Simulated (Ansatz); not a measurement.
BH$_{4}$NSSi, SMILES `SB1N[SiH2]1`. Charge 0, multiplicity 1. All single points use the PBE0-D4/def2-TZVP geometry. It is one conformer, not always the lowest.

```xyz
8

S    -0.088    1.957   -1.498
B    -0.001    0.611   -0.334
N    -0.134   -0.768   -0.279
Si    0.236   -0.269    1.357
H    -0.378    1.227   -2.592
H    -0.336   -1.527   -0.911
H     1.538   -0.739    1.897
H    -0.837   -0.493    2.359
```

**Question.** What is the dipole moment at PBE/def2-TZVPP? (An estimate is asked.)

**Answer.** Ansatz gave: 1.96 D, with components (-0.35, -1.73, -0.85) D in this frame, pointing from negative to positive charge.

**Question.** And with r2SCAN, B3LYP, ωB97M-V? (An estimate is asked.)

**Answer.** Ansatz gave: r2SCAN 2.01 D, B3LYP 1.88 D, ωB97M-V 1.91 D.

**Question.** Give the Mulliken charges with PBE, r2SCAN, B3LYP in def2-TZVPP. (Best estimate.)

**Answer.** Ansatz gave: 
| atom | PBE | r2SCAN | B3LYP |
| --- | --- | --- | --- |
| S1 | -0.16 | -0.14 | -0.16 |
| B2 | 0.13 | 0.12 | 0.17 |
| N3 | -0.21 | -0.29 | -0.27 |
| Si4 | 0.12 | 0.24 | 0.17 |
| H5 | 0.09 | 0.08 | 0.09 |
| H6 | 0.15 | 0.14 | 0.14 |
| H7 | -0.06 | -0.07 | -0.07 |
| H8 | -0.06 | -0.07 | -0.07 |

B3LYP here is the variant with VWN-RPA as its local correlation; programs differ in this.
